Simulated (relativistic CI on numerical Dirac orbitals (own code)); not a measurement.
# Co: calculation against measurement

Calculated at this level of theory: Dirac-Coulomb-Breit CI, orbitals from a KLI potential per configuration, model QED (radiative potential, 1s self-energy scaled to tabulated hydrogen-like ionisation energies), valence Slater integrals scaled by 0.85, P86 correlation estimate, and configurations built on the next ion tied to the tabulated ionisation energy (semi-empirical) (own radial code, finite nucleus).

Configuration list (outside the closed core [Ar]): 3d7 4s2, 3d8 4s, 3d7 4s 4p, 3d8 4p, 3d9, 3d8 4d, 3d8 5s, 3d8 4f, 3d7 4p2, 3d7 4s 4d, 3d8 5p, 3d7 4s 5s, 3d7 4s 6s, 3d7 4s 5p, 3d7 4s 6p, 3d7 4s 4f, 3d7 4s 5d, 3d7 4s 5g, 3d7 4s 5f, 3d7 4s 6d, 3d7 4s 6g, 3d7 4d2, 3d6 4s2 4p, 3d7 4p 4d. Levels of other configurations are missing.

```tsv
Configuration	Term (tabulated)	J	Measured (cm⁻¹)	Computed	Error	Purity (%)
3d7 4s2	a 4F	9/2	0.0	0	0	95
3d7 4s2	a 4F	7/2	816.0	797	-19	95
3d7 4s2	a 4F	5/2	1406.9	1378	-29	95
3d7 4s2	a 4F	3/2	1809.3	1774	-36	95
3d8 4s	b 4F	9/2	3482.8	9659	6177	98
3d8 4s	b 4F	7/2	4142.6	10295	6153	97
3d8 4s	b 4F	5/2	4690.1	10810	6119	98
3d8 4s	b 4F	3/2	5075.8	11173	6097	98
3d8 4s	a 2F	7/2	7442.4	14473	7031	96
3d8 4s	a 2F	5/2	8460.8	15446	6985	96
3d7 4s2	a 4P	5/2	13795.5	15736	1940	95
3d7 4s2	a 4P	3/2	14036.2	15943	1907	91
3d7 4s2	a 4P	1/2	14399.2	16303	1904	93
3d8 4s	b 4P	5/2	15184.0	23494	8310	60
3d8 4s	b 4P	3/2	15774.0	24151	8377	77
3d8 4s	b 4P	1/2	16195.6	24441	8246	98
3d7 4s 4p	z 4G°	11/2	28845.2	25220	-3625	97
3d7 4s 4p	z 2G°	9/2	31699.6	29146	-2553	96
3d7 4s 4p	z 2F°	7/2	31871.1	29807	-2064	80
3d8 4p	y 4D°	7/2	32027.4	32917	889	74
3d8 4p	y 4G° †	11/2	32430.5	34411	1980	88
3d8 4p	y 4G° †	9/2	32464.7	34669	2205	56
3d8 4p	y 4D°	5/2	32654.5	33611	957	74
3d7 4s 4p	z 2G°	7/2	32733.0	30208	-2525	83
3d7 4s 4p	z 2F°	5/2	32781.7	30640	-2142	83
3d8 4p	y 4F°	9/2	32841.9	33512	670	61
3d8 4p	y 4D°	3/2	33150.6	34127	977	75
3d8 4p	y 4F°	7/2	33173.3	34071	898	60
3d8 4p	y 2G°	9/2	33439.7	35501	2061	59
3d8 4p	y 4D°	1/2	33449.1	34438	988	76
3d7 4s 4p	z 2D°	5/2	33462.8	31270	-2192	82
3d8 4p	y 4G°	7/2	33466.8	35288	1821	75
3d8 4p	y 4G°	5/2	33674.3	35734	2060	86
3d8 4p	y 4F°	5/2	33945.8	34556	611	61
3d8 4p	y 2G°	7/2	34133.5	36242	2109	74
3d8 4p	y 4F°	3/2	34196.1	34910	714	62
3d7 4s 4p	z 2D°	3/2	34352.4	32051	-2301	94
3d8 4p	y 2F°	7/2	35450.5	36898	1447	79
3d8 4p	y 2D°	3/2	36875.1	38560	1685	65
3d7 4s 4p	6P°	7/2	41041.3	37450	-3591	90
3d7 4s 4p	6P°	5/2	41104.9	37595	-3510	94
3d7 4s 4p	6P°	3/2	41247.6	37575	-3672	93
```

Measured levels from NIST Handbook of Basic Atomic Spectroscopic Data (Sansonetti and Martin, J. Phys. Chem. Ref. Data 34, 1559 (2005)); pairs were made by configuration, J and term (by order where the table uses no LS term), so strongly mixed levels may be paired wrongly.

Mean error by configuration (cm⁻¹): 3d7 4s2 945; 3d8 4s 7055; 3d7 4s 4p -2818; 3d8 4p 1278. Over the excited levels the mean absolute error is 2959 cm⁻¹ (41 of the 67 excited levels that our extract of the source holds in range could be paired, and the others can miss by more), and the median relative error of those above 1,000 cm⁻¹ is 6.6 %. Some levels of the ground configuration have no partner. † marks terms whose computed intervals miss the measured ones by more than a factor of 2.5, or configurations far off the rest, from wrong mixing, a near crossing or a doubtful label or measurement; they are left out of the means.

Transition probabilities of persistent lines. The last column rescales the computed rate by the cube of measured over computed energy:

| λ measured (Å) | Lower | Upper | A tabulated (s⁻¹) | A computed | A rescaled |
| --- | --- | --- | --- | --- | --- |
| 3405.12 air | 3d8 4s b 4F_9/2 | 3d8 4p y 4F°_9/2 | 1.00e+08 | 5.61e+07 | 1.05e+08 |
| 3443.64 air | 3d8 4s b 4F_7/2 | 3d8 4p y 4F°_7/2 | 6.90e+07 | 4.93e+07 | 8.97e+07 |
| 3453.51 air | 3d8 4s b 4F_9/2 | 3d8 4p y 4G°_11/2 | 1.10e+08 | 8.38e+07 | 1.34e+08 |
| 3474.04 air | 3d8 4s b 4F_5/2 | 3d8 4p y 4G°_7/2 | 5.60e+07 | 6.60e+07 | 1.07e+08 |
| 3502.28 air | 3d8 4s b 4F_9/2 | 3d8 4p y 4D°_7/2 | 8.00e+07 | 6.72e+07 | 1.24e+08 |
| 3529.81 air | 3d8 4s b 4F_7/2 | 3d8 4p y 4G°_9/2 | 4.60e+07 | 5.43e+07 | 8.51e+07 |
| 3569.38 air | 3d8 4s a 2F_7/2 | 3d8 4p y 2F°_7/2 | 1.60e+08 | 6.92e+07 | 1.35e+08 |
